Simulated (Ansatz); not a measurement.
A made-up structure of SiH2TeO, singlet:

```csv
atom,x (Å),y (Å),z (Å)
O1,-0.9430,-0.9749,1.5104
Si2,-0.3788,-0.6429,0.1429
Te3,1.6709,0.7072,-0.2745
H4,-1.0161,-1.1190,-1.1136
H5,-1.1556,-1.1887,2.4324
```

It is relaxed with PBE-D4/def2-SVP and then PBE0-D4/def2-TZVP (Ansatz 0.2.0). Atoms count as bonded within 1.22 times the sum of their covalent radii (H–H: 0.88 Å). The end point is not checked to be a true minimum.

**Question.** Does its bonding change? (Judge from chemistry; the calculation decides.)

**Answer.** The calculation gives: No: no bond forms or breaks.

Where it ends: The first stage lowers the energy by 1.03 eV in 12 steps. It ends as SiH₂TeO ([OH][SiH][Te]):
| atom | x (Å) | y (Å) | z (Å) |
| --- | --- | --- | --- |
| O1 | -1.1397 | -1.1613 | 1.3921 |
| Si2 | -0.3352 | -0.6311 | 0.0805 |
| Te3 | 1.5431 | 0.6563 | 0.0264 |
| H4 | -1.1189 | -1.1871 | -1.0424 |
| H5 | -0.7720 | -0.8953 | 2.2410 |

Labels in which every atom is bracketed show which atoms are joined, not bond orders.

For scale, one of the runs: PBE0-D4/def2-TZVP relaxation, 130 basis functions, launched by `ansatz run in.yaml --threads 2 --pin off --events-out ev --progress --plain --max-ram 4352MiB`. The run took about 24 s on 2 CPU threads of an Arm Neoverse V1 (shared host).
